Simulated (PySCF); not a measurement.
Cl3GeHS, SMILES [SH][Ge]([Cl])([Cl])[Cl].

The structure is a stationary point at B3LYP-D3(BJ)/def2-SVP. This is a generated structure with no PubChem entry under its InChIKey; it may be hypothetical. Other conformers were not sampled.

Method: PBE/def2-TZVP (PySCF).

```
Property                                                                                                       Result
---------------------------------------------------------------------------------------------  ----------------------
total energy                                                                                      -3855.56895 hartree
point group                                                                                                        Cs
highest occupied level                                                                                       -7.08 eV
lowest empty level                                                                                           -3.23 eV
orbital gap                                                                                                   3.85 eV
dipole moment                                                                                                  1.46 D
quadrupole, principal values (traceless, Buckingham form, about the centre of nuclear charge)  -3.71, -2.08, 5.79 D·Å
mean static polarisability                                                                      85.9 bohr³ (12.73 Å³)
polarisability, principal values                                                               81.5, 85.2, 91.1 bohr³
```
